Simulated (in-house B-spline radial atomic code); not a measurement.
Sn⁻. Computed with a B-spline radial atomic code. Model: all-electron spherical atom, spin shells full or empty, radial basis limit, no spin-orbit coupling: exact exchange with a local potential (Slater, KLI or optimised effective potential, whose far tail is KLI's), no correlation.

Anion configuration assumed.

Exchange potential has not reached -1/r at the last radius.

The run also made RPA and GW results, which its time includes.

The Slater potential averages the orbital exchange potentials with the orbital densities as weights, KLI adds orbital constants, and the optimised effective potential minimises the exact-exchange energy among local potentials. So their energies lie above Hartree-Fock in the order OEP, KLI, Slater. All fall off as −1/r, unlike LDA and GGA exchange.

Command:
```bash
python run_gw.py task.json out
```
Settings (lengths in bohr, energies in hartree):
```
Z                      50
electrons              51
configuration          [Kr] 4d10 5s2 5p3
hamiltonian            nr
method                 slater
lmax                   9
spin_polarised         True
box_radius             60
intervals              85
```

Time taken, with all properties: 15 s on 1 thread of Arm Neoverse V1, on a shared host.

Given: hamiltonian non-relativistic; mean-field start Slater potential.

Computed: energy above Hartree-Fock 455.47 millihartree; virial ratio -E/T less 1 -0.011057.

| radius (bohr) | r times exchange potential up (hartree bohr) | r times exchange potential down (hartree bohr) |
| --- | --- | --- |
| 0.001 | -0.051945 | -0.051946 |
| 0.00129 | ? | ? |
| 0.00165 | -0.085474 | -0.085476 |
| 0.00213 | -0.11004 | -0.11004 |
| 0.00273 | -0.14043 | -0.14044 |
| 0.00351 | -0.17934 | -0.17934 |
| 0.00452 | -0.22851 | -0.22851 |
| 0.00581 | -0.28898 | -0.28898 |
| 0.00747 | -0.36249 | -0.36249 |
| 0.0096 | -0.44913 | -0.44914 |
| 0.0123 | -0.54607 | -0.54608 |
| 0.0159 | -0.65331 | -0.65332 |
| 0.0204 | ? | ? |
| 0.0262 | -0.83873 | -0.83873 |
| 0.0337 | -0.88768 | -0.88766 |
| 0.0434 | -0.905 | -0.90488 |
| 0.0557 | -0.95936 | -0.95911 |
| 0.0717 | -1.1053 | -1.105 |
| 0.0921 | -1.285 | -1.2849 |
| 0.118 | -1.4087 | -1.4086 |
| 0.152 | -1.4194 | -1.4195 |
| 0.196 | -1.4413 | -1.4409 |
| 0.252 | -1.6489 | -1.6478 |
| 0.324 | -1.8443 | -1.8434 |
| 0.416 | -1.8237 | -1.8241 |
| 0.535 | -1.5467 | -1.5473 |
| 0.688 | -1.5991 | -1.5957 |
| 0.884 | -1.8146 | -1.8137 |
| 1.14 | -1.8188 | -1.8222 |
| 1.46 | -1.5908 | -1.6007 |
| 1.88 | -1.3365 | -1.2659 |
| 2.42 | -1.3242 | -1.0567 |
| 3.11 | -1.3713 | -1.0054 |
| 3.99 | -1.3513 | -1.0004 |
| 5.14 | -1.2701 | -1.0003 |
| 6.6 | -1.1757 | -1.0001 |
| 8.49 | -1.1011 | -1 |

Task: What belongs in the row 0.00129?

Result: r times exchange potential up (hartree bohr): -0.066935; r times exchange potential down (hartree bohr): -0.066937.

Task: What belongs in the row 0.0204?

Result: r times exchange potential up (hartree bohr): -0.75464; r times exchange potential down (hartree bohr): -0.75464.

```csv
occupied,level (hartree),Hartree-Fock level (hartree)
1s up,-1035.9,-1041
1s down,-1035.9,-1041
2s up,-154.12,-156.75
2s down,-154.12,-156.75
2p up,?,?
2p down,-144.66,-146.26
3s up,-30.127,-31.37
3s down,-30.126,-31.368
3p up,-26.122,-26.981
3p down,-26.121,-26.978
3d up,-18.617,-18.934
3d down,-18.615,-18.933
4s up,-4.7005,-5.2848
4s down,-4.6992,-5.2794
4p up,-3.3539,-3.743
4p down,-3.3527,-3.7357
4d up,?,?
4d down,-1.0937,-1.1361
5s up,-0.30114,-0.35107
5s down,-0.23065,-0.18051
5p up,-0.074977,-0.061337
```

Task: What belongs in the row 2p up?

Result: level (hartree): -144.66; Hartree-Fock level (hartree): -146.26.

Task: What belongs in the row 4d up?

Result: level (hartree): -1.0975; Hartree-Fock level (hartree): -1.142.

```csv
empty,level (hartree)
5p down,-0.00082302
6s up,-0.00016341
```

The highest level, 5p up, differs from Hartree-Fock by -0.37 eV and the deepest, 1s up, by +138 eV: the Slater potential lacks the response part and is deeper than the optimised one throughout, so the top level comes too deep.
